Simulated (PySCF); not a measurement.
Harmonic spectrum computed at PBE0 in the def2-TZVP basis family (core potentials from Rb on, PySCF, no spin–orbit coupling):

```
ω (cm⁻¹)  IR (km/mol)
     212          136
     575          9.2
     679         22.6
     746         41.3
     789         40.0
     942         77.8
    1014          115
    1098          125
    1881          252
    2022         46.7
    2083         17.6
    2084          103
```

**Question.** Which molecule gave it? In each, all ligands are bound to the one heavy central atom.
A. H₄MoO (singlet)
B. H₄SeO (singlet)
C. H₄WO (singlet)
D. H₄TeO (singlet)

**Answer.** C. It has Cs symmetry with W–H 1.685 Å (×2), W–H 1.697 Å, W–H 1.772 Å, W–O 1.672 Å.
